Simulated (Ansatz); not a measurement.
## Ligand exchange: In(CH3)2F + SiHF3 → In(CH3)F2 + SiH(CH3)F2

Gas-phase species: In(CH3)2F, singlet; SiHF3 `F[SiH](F)F`, singlet; In(CH3)F2, singlet; SiH(CH3)F2, singlet. The partners trade CH3 for F: In–CH3 and Si–F bonds give way to In–F and Si–CH3.

Shapes, held fixed at every level: PBE0-D4/def2-TZVP. Programs: Ansatz 0.2.0. Electronic energies: no zero-point or thermal term.

Task: Estimate ΔE of this reaction.

Result: The highest level, CCSD(T)/def2-TZVPP, gives ΔE = +77.8 kJ/mol; the levels span +49.5 to +77.8. The column of differences is taken from that level and isn't an error. No measured value is set beside it here. For atoms past krypton def2 sets carry core potentials with scalar relativity. Outer-core shells of In are correlated, in sets that cover them unevenly. CCSD(T)/def2-TZVPP lies outside the range of the other correlated levels here, so it shouldn't be taken on trust.

```
               level                    kind  ΔE (kJ/mol)  less CCSD(T)/def2-TZVPP
    SPW92/def2-TZVPP                     LDA        +70.5                     -7.3
r2SCAN-D4/def2-TZVPP                meta-GGA        +64.9                    -12.9
 B3LYP-D4/def2-TZVPP           global hybrid        +64.3                    -13.5
  PBE0-D4/def2-TZVPP           global hybrid        +64.1                    -13.7
  wB97M-V/def2-TZVPP  range-separated hybrid        +67.1                    -10.7
        MP2/def2-SVP     perturbation theory        +49.5                    -28.3
       CCSD/def2-SVP   coupled cluster or CI        +50.2                    -27.6
  CCSD(T)/def2-TZVPP   coupled cluster or CI        +77.8                      0.0
```
